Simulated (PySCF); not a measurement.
A GIAO shielding run with PySCF 2.14.0 with density-fitted response routines (density fitting, non-relativistic, gas phase) on `InChI=1S/C3H13NOSi2/c1-2-3-7(4)5-6/h7H,2-4H2,1,6H3/t7-/m1/s1`:

```
$ OMP_NUM_THREADS=1 python probes_run.py task.json out

{"job": {"kind": "nmr", "xc": "PBE0", "basis": "pcSseg-1"}, "charge": 0, "multiplicity": 1}
C     -2.706723    -1.203551     0.085383
C     -1.409307    -0.581931     0.590189
C     -0.930854     0.556534    -0.305801
Si     0.722132     1.290124     0.265568
N      1.308051     2.285239    -1.014040
O      1.830095     0.124772     0.497631
Si     2.670016    -1.198646     0.106667
H     -2.570564    -1.610186    -0.914814
H     -3.030344    -2.008575     0.741880
H     -3.496754    -0.455982     0.044261
H     -1.559751    -0.206348     1.604794
H     -0.633143    -1.348859     0.638219
H     -1.698760     1.331436    -0.332218
H     -0.834018     0.183388    -1.327407
H      0.643517     1.893802     1.600884
H      2.263934     2.598874    -0.966724
H      0.721692     3.021106    -1.369976
H      1.904111    -2.021290    -0.830523
H      2.875840    -1.885411     1.381114
H      3.925683    -0.753816    -0.498123
```

Hardware: 1 thread of an Arm Neoverse V2, shared host. The job also computes population analyses, field gradients.

**Question.** How large is the calculation?

**Answer.** 74 electrons, 198 basis functions and 1070 auxiliary functions.

**Question.** How long does it take, and how much memory does it need?

**Answer.** 38 s of wall time, with 13 SCF cycles and 4 response iterations; peak memory 0.92 GiB. Times on a shared host scatter by some tens of per cent.
